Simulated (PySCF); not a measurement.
A structure optimised at PBE-D3(BJ)/def2-SVP, used in a PySCF frequency run:

```xyz
8

Si     0.0000     0.0000     2.5913
Sn     0.0000     0.0000     0.0041
Cl     1.8959     1.0946    -0.8938
Cl    -1.8959     1.0946    -0.8938
Cl     0.0000    -2.1892    -0.8938
H      1.2405    -0.7162     3.0333
H     -1.2405    -0.7162     3.0333
H      0.0000     1.4325     3.0333
```
Charge 0, spin multiplicity 1.

**Question.** Write its SMILES, formula and point group.

**Answer.** [SiH3][Sn]([Cl])([Cl])[Cl], Cl₃H₃SiSn, C3v

**Question.** What are its rotational constants (standard atomic weights)?

**Answer.** 0.97958, 0.90455, 0.90455 GHz
